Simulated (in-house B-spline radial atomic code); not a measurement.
A fraction x of an electron is moved 3d → 5d in La3+, starting from [Kr] 4d10 5s2 5p6 and keeping the highest spin. Computed with an all-electron radial atomic-structure program (B-spline basis): scalar-relativistic (X2C) BP86, spin-polarised, spherical fractional occupations, Fermi nucleus of rms radius 4.855 fm.

| x | E(x) - E(0) (eV) | 3d down level (eV) | 5d up level (eV) |
| --- | --- | --- | --- |
| 0 | 0.0000 | -843.920 | - |
| 0.125 | 102.8973 | -849.477 | -23.695 |
| 0.25 | ? | ? | ? |
| 0.375 | 310.6468 | -860.601 | -24.382 |
| 0.5 | 415.5011 | -866.168 | -24.716 |
| 0.625 | 521.0101 | -871.738 | -25.045 |
| 0.75 | 627.1745 | -877.310 | -25.370 |
| 0.875 | ? | ? | ? |
| 1 | 841.4735 | -888.461 | -26.005 |

Q: What belongs in the row x = 0.25?

A: An energy change of 206.4458 eV; 3d down at -855.038 eV, 5d up at -24.041 eV.

Q: What belongs in the row x = 0.875?

A: An energy change of 733.9954 eV; 3d down at -882.884 eV, 5d up at -25.689 eV.

Q: Check Janak's theorem between x = 0.375 and 0.5.

A: The slope of the energy is 838.83 eV; the orbital levels give 838.84 eV (ε of the receiving orbital less ε of the emptying one, averaged over the two points).
